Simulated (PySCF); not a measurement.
# One molecule, several mistakes: B2H7Si2

All numbers below are calculated, not measured. The program is PySCF 2.14.0, an open-source quantum chemistry code, run on an isolated molecule that a program drew, which may never have been made. The molecule is B2H7Si2 (charge 0, doublet), drawn as the SMILES string `BB[SiH2][SiH2]`.

Each row is a Hartree-Fock (HF) and frozen-core CCSD(T) single point in the cc-pV(D+d)Z basis, meant for a local HF minimum. Run 1 is clean. Each other run has one planted mistake out of seven kinds, and not every kind appears here: one electron removed, one electron added, multiplicity raised by two, geometry at a saddle point, minimal basis STO-3G, one bond length entered in bohr, all coordinates scaled. The reference is restricted for singlets and unrestricted otherwise, and also for a bond in bohr. Adding or removing an electron swaps singlet and doublet. Electrons count all cores. HOMO and LUMO are orbital energies over both spins, the gradient is its largest component, and the lowest frequency (negative if imaginary) is given only where the gradient is small. Bond lengths are over the 10 bonds as drawn. T1 is the CCSD diagnostic: over 0.02 (restricted) or 0.045 (unrestricted) a single reference is doubtful.

Geometry of the clean run:
```xyz
11
B2H7Si2, angstrom
B    -1.8836   -1.8968   -1.4092
B    -1.6084   -0.4999   -0.5333
Si    0.1892    0.4634   -0.4772
Si    1.2713   -0.1614    1.5312
H    -2.3285   -1.8476   -2.5266
H    -1.6302   -2.9877   -0.9694
H    -2.4741   -0.0271    0.1570
H     0.0210    1.9385   -0.4682
H     1.0928    0.1069   -1.6007
H     1.6074   -1.6064    1.5895
H     0.5096    0.2077    2.7507
```

```
run  electrons  basis functions  <S^2>  HOMO (eV)  LUMO (eV)  gradient (hartree/bohr)  lowest frequency (cm^-1)  mean bond (Å)  longest bond (Å)      T1  HF (hartree)  CCSD(T) (hartree)                          mistake
  1         45              109  0.764      -8.59       0.62                  2.9e-05                        53         1.5627             2.365  0.0172    -631.22551         -631.65733                         no fault
  2         45              109  1.581      -8.64       0.58                  8.3e-03                         -         1.6949             2.807  0.0449    -631.11714         -631.53894  one bond length entered in bohr
  3         46              109  0.000      -1.17       5.73                  2.8e-02                         -         1.5627             2.365  0.0323    -631.22855         -631.70485               one electron added
  4         45               35  0.754      -5.83       5.75                  3.1e-02                         -         1.5627             2.365  0.0097    -623.93295         -624.12581                                ?
  5         45              109  0.762      -8.61       0.54                  2.3e-02                         -         1.6377             2.479  0.0169    -631.20808         -631.64246                                ?
```

**Which mistake was planted in run 4, and what did it cost?**

It has 35 basis functions where the clean run has 109, with the same electrons and geometry. So the mistake is: minimal basis STO-3G. Subtracting run 1 and multiplying by 627.51 kcal/mol a hartree, the energy moved by 4576.2 kcal/mol in HF and 4726.1 kcal/mol in CCSD(T).

**Which mistake was planted in run 5, and what did it cost?**

The mean and the longest bond both change by the same factor, 1.048, and the gradient is no longer small. So the mistake is: all coordinates scaled. Subtracting run 1 and multiplying by 627.51 kcal/mol a hartree, the energy moved by 10.9 kcal/mol in HF and 9.3 kcal/mol in CCSD(T).

Cautions from the logs. Run 3: T1 is over the limit, so its CCSD(T) energy is less reliable.
